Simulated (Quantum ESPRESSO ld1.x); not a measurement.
Coherent X-ray form factor from a spherical all-electron density. Method: Dirac Kohn-Sham, relativistic LDA (MacDonald-Vosko exchange, VWN5 correlation), spin-unpolarised, spherical densities, point nucleus; computed with ld1.x of Quantum ESPRESSO 7.5.

sin(theta)/lambda (1/angstrom)  f0 (electrons)
0.05                                    44.807
0.1                                     44.236
0.15                                    43.313
0.2                                     42.079
0.25                                    40.588
0.3                                     38.897
0.4                                     35.172
0.5                                     31.374
0.6                                     27.861
0.8                                     22.363
1                                       18.835
1.25                                    16.000
1.5                                     13.757
2                                        9.825

The species is in the configuration that NIST lists as its ground one. Which atom or ion scatters so?

Answer. The cerium ion Ce13+, [Kr] 4d9. Extrapolating in s^2 from the first two rows gives f0(0) = 45.0, near the electron count 45; among species with that count, the fall with angle is slower the higher Z, and the table is that of Z = 58; from so few rows the species is fixed only to a neighbour or two.
